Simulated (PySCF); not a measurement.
Geometry (Å), atoms numbered from 1 in this order:
```xyz
27

Si    3.4280    1.5271    0.2504
Si    2.7230   -0.7089    0.2664
Si    0.7372   -0.8613   -0.9753
Si   -0.1767   -3.0090   -0.7244
C    -0.4525    0.4704   -0.3375
C    -1.8569    0.4777   -0.9546
C    -2.6576    1.3163    0.0380
C    -2.1706    0.8183    1.4015
C    -0.6983    0.3948    1.1898
H     4.7242    1.7218    0.9710
H     3.5864    2.0038   -1.1590
H     2.3849    2.3733    0.9125
H     2.4682   -1.1211    1.6850
H     3.7936   -1.5981   -0.2860
H     1.0665   -0.6353   -2.4216
H     0.8349   -4.0412   -1.1105
H    -0.5623   -3.2417    0.7034
H    -1.3955   -3.2006   -1.5727
H     0.0199    1.4433   -0.5667
H    -2.2711   -0.5463   -0.9953
H    -1.8707    0.8719   -1.9823
H    -3.7472    1.2260   -0.0900
H    -2.4004    2.3809   -0.0955
H    -2.2821    1.5746    2.1926
H    -2.7692   -0.0526    1.7124
H     0.0067    1.0470    1.7275
H    -0.5325   -0.6223    1.5824
```

Geometry: PBE0-D3(BJ)/def2-SVP; GIAO shifts from PySCF, gas phase, non-relativistic, averaged over equivalent atoms.

At PBE0/pcSseg-1 (271 basis functions, 2.5 min wall time on 1 thread of an Arm Neoverse N1, shared host):
```
      atoms  δ (ppm)
        Si3    -68.9
        Si1   -105.4
        Si4   -112.5
        Si2   -116.3
         C6     36.4
         C7     32.2
         C9     28.7
         C8     27.6
         C5     21.5
        H15     4.05
H10/H11/H12     3.65
H16/H17/H18     3.53
        H13     3.39
        H14     3.36
        H21     1.76
        H24     1.74
        H22     1.73
        H26     1.65
        H25     1.38
        H23     1.28
        H27     1.19
        H19     1.04
        H20     1.02
```

Chemical shifts δ = σref − σ; TMS for 29Si (σ = 351.99 ppm), 13C (σ = 184.41 ppm), 1H (σ = 31.27 ppm), all at this level.

Question: What do these become at CAM-B3LYP/pcSseg-1?

Answer: 
```tsv
atoms	δ at CAM-B3LYP/pcSseg-1	change
Si3	-65.9	+3.0
Si1	-106.0	-0.6
Si4	-112.4	+0.1
Si2	-114.1	+2.2
C6	36.0	-0.4
C7	32.1	-0.1
C9	28.2	-0.5
C8	27.3	-0.3
C5	21.4	-0.1
H15	3.87	-0.18
H10/H11/H12	3.54	-0.11
H16/H17/H18	3.43	-0.10
H13	3.25	-0.14
H14	3.23	-0.13
H21	1.71	-0.05
H24	1.73	-0.01
H22	1.70	-0.03
H26	1.62	-0.03
H25	1.37	-0.01
H23	1.27	-0.01
H27	1.16	-0.03
H19	0.94	-0.10
H20	0.98	-0.04
```

Shifts are taken against calculated references (same method and geometry level): 29Si (σref 343.41), 13C (σref 182.45), 1H (σref 31.33) vs TMS.

The largest change is at Si3 (silicon bonded to C, 2 Si, H). Cost: 271 basis functions, 3.4 min wall time on 1 thread of an Arm Neoverse N1, shared host. The order of the carbon signals is the same at both levels.
